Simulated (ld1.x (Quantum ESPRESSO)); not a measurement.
# S (Z = 16): one change to a PAW potential, before and after

```
Element                 : S
Generator               : ld1.x (Quantum ESPRESSO) 7.5
Type                    : PAW
Functional              : PBE
Relativity              : non-relativistic
Frozen core             : [Ne]
Valence charge          : 6
Reference configuration : 3s2 3p4
Partial waves           : 3s (bound): rcut 1.45, rcutus 1.55 bohr; 3s channel at -0.85 Ry: rcut 1.45, rcutus 1.55 bohr; 3p (bound): rcut 1.05, rcutus 1.25 bohr; 3p channel at 1.45 Ry: rcut 1.05, rcutus 1.25 bohr
Local potential         : all-electron potential smoothed inside 1.15 bohr (lloc = -1)
Core correction         : a·sin(br)/r model core, default radius (ld1.x builds one for every PAW set, though the input has nlcc=.false.)
Augmentation charge     : PSQ, inside the norm-conserving radii
```

Change: reference 3s2 3p2.

Cutoffs: the cutoffs (Ry, on a coarse ladder) from which the occupation-weighted sum of valence levels, in a spherical-Bessel basis at the reference potential, stays within 10 and 1 mRy of its value at 400 Ry; they do not see the model core or the augmentation charge, which bear on the density cutoff. Errors are all-electron minus pseudo energies relative to the spin-unpolarised reference configuration.

**Question.** What does the change do?

**Answer.** The potential gets softer (21 Ry and 35 Ry → 15 Ry and 35 Ry); neither file shows a bound ghost.

```csv
quantity,base,changed
"cutoff, loose",21 Ry,15 Ry
"cutoff, tight",35 Ry,35 Ry
loose cutoff by channel (10 mRy a level),"s 6 Ry, p 10 Ry","s 6 Ry, p 12 Ry"
bound ghosts,none,none
"largest error over its own tests, meV",-52,-26
s: phases at 1.71 bohr within 0.05 rad from the reference energy up to (Ry; the scan ends near 5),to the end of the scan,to the end of the scan
p: phases at 1.71 bohr within 0.05 rad from the reference energy up to (Ry; the scan ends near 5),to the end of the scan,to the end of the scan
lowest overlap eigenvalue by channel,"s 0.42, p 0.75","s 0.42, p 0.73"
```
